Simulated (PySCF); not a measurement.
Compound: VIF3 (doublet state).
Bonds: V1–I2, V1–F3, V1–F4, V1–F5.

Computed by this run: PBE0-D3(BJ)/def2-SVP geometry optimisation, gas phase, def2 core potentials past Kr in PySCF 2.14.0; unrestricted, density fitting, grid level 1; the optimiser is geomeTRIC in internal coordinates, started from a GFN2-xTB structure with every atom displaced at random (about 0.03 Å).

Step 1: E = -41921.1915 eV
```
atom  x, y, z in Å  |  force x, y, z in eV/Å
V1      0.1099   -0.1494   -0.3325   -3.400   1.966   1.519
I2      0.0693   -0.0793    2.1967   -0.024  -0.063   0.017
F3      1.6932    0.1352   -0.5687    2.888   0.104  -1.005
F4     -0.7721    1.3213   -0.7061    0.751  -0.996   0.059
F5     -1.0254   -1.3383   -0.6515   -0.216  -1.012  -0.591
```

Step 2: E = -41921.3149 eV
```
atom  x, y, z in Å  |  force x, y, z in eV/Å
V1      0.1335   -0.1797   -0.2509   -1.851   1.597   0.731
I2     -0.0704   -0.0943    2.2695    0.242  -0.032  -0.087
F3      1.6641    0.2170   -0.7720    1.268  -0.358  -0.378
F4     -0.6363    1.3093   -0.6930    0.175  -0.748   0.158
F5     -1.0159   -1.3628   -0.6158    0.166  -0.459  -0.423
```

Step 3: E = -41921.4065 eV
```
atom  x, y, z in Å  |  force x, y, z in eV/Å
V1      0.0547   -0.0511   -0.3025    1.756  -1.464   0.900
I2      0.0250   -0.0701    2.2153    0.024   0.009   0.012
F3      1.7533    0.0564   -0.6428   -1.206  -0.123  -0.055
F4     -0.7937    1.3298   -0.6683   -0.810   1.301  -0.618
F5     -0.9644   -1.3755   -0.6638    0.236   0.276  -0.240
```

**Question.** Estimate the geometry and energy of step 4. (The exact step hangs on the optimiser's Hessian estimate; all steps are aligned on step 3, rigid shifts and turns removed.)

**Answer.** E = -41921.5039 eV, largest force 0.473 eV/Å
```
atom  x, y, z in Å  |  force x, y, z in eV/Å
V1      0.0811   -0.0795   -0.2584   -0.046   0.117   0.219
I2     -0.0040   -0.0709    2.2571    0.095  -0.006  -0.031
F3      1.7255    0.0679   -0.7011   -0.463  -0.086   0.045
F4     -0.7769    1.3385   -0.6837    0.162  -0.145  -0.109
F5     -0.9509   -1.3665   -0.6760    0.252   0.120  -0.125
```

The energy changes by -0.0974 eV. The first-order estimate −F·Δx gives -0.1787 eV and the mean of the old and new forces, exact on a quadratic surface, -0.0991 eV. The step makes an angle of 59° with the force vector and moves no atom by more than 0.066 Å.

The cost below is that of the whole optimisation. On one thread, Intel Xeon Platinum 8488C (x86_64), shared host with 96 logical CPUs at a one-minute load of 12, this took 2.4 min wall and 0.45 GiB of memory at its peak.
